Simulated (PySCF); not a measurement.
**State search for CaO**

Unrestricted PBE0; Ca def2-SVPD, O def2-SVPD; no relativity (PySCF 2.14). Outer shells of the fragments: Ca 4s2; O 2s2 2p4.

Followed along the bond (rough minima from three points):

| 2Ms+1 | unpaired | ⟨S²⟩ at the start | R at minimum (Å) | Te (eV) |
| --- | --- | --- | --- | --- |
| 1 | none | 0.00 | 1.82 | 0.00 |
| 3 | σ ↑, π ↑ | 2.00 | 2.08 | 0.84 |
| 1 | σ ↓, π ↑ | 1.01 | 2.08 | 0.85 |

Solutions found at the starting distance of 2.190 Å, counted from the lowest of them; the search is not exhaustive and high or unbound solutions are not listed, so other states can lie among these:

```tsv
2Ms+1	unpaired	term	E (eV)	⟨S²⟩	⟨Lz²⟩	μ (D)
3	σ ↑, π ↑	³Π	0.00	2.00	1.01	-3.82
1	σ ↓, π ↑	mixed	0.01	1.01	1.01	-3.82
1	none	¹Σ⁺	0.18	0.00	0.00	-10.52
3	π ↑↑	mixed	1.73	2.00	2.01	-3.97
1	π ↑↓	mixed	1.76	1.01	2.01	-3.95
3	π ↑↑	mixed	1.77	2.00	2.01	-3.97
1	π ↑, δ ↓	mixed	2.35	1.01	5.01	-7.70
3	π ↑, δ ↑	mixed	2.36	2.00	5.01	-7.74
```

A term symbol is given only where ⟨S²⟩ and ⟨Lz²⟩ are close to those of a pure state; real π, δ and φ orbitals otherwise mix terms. A positive dipole means Ca(−)O(+).

**Question.** Compare the gap between the two lowest followed solutions at the starting distance with the gap between their minima.

**Answer.** At PBE0 the second solution (triplet, unpaired electrons σ ↑, π ↑) lies -0.18 eV from the first (singlet, closed shell) at 2.190 Å and +0.84 eV at the minima; the two curves relax by different amounts, since their minima lie near 2.08 and 1.82 Å.

Counting both spins, an empty level lies below a filled one in some of these solutions, because spin and occupation are held.
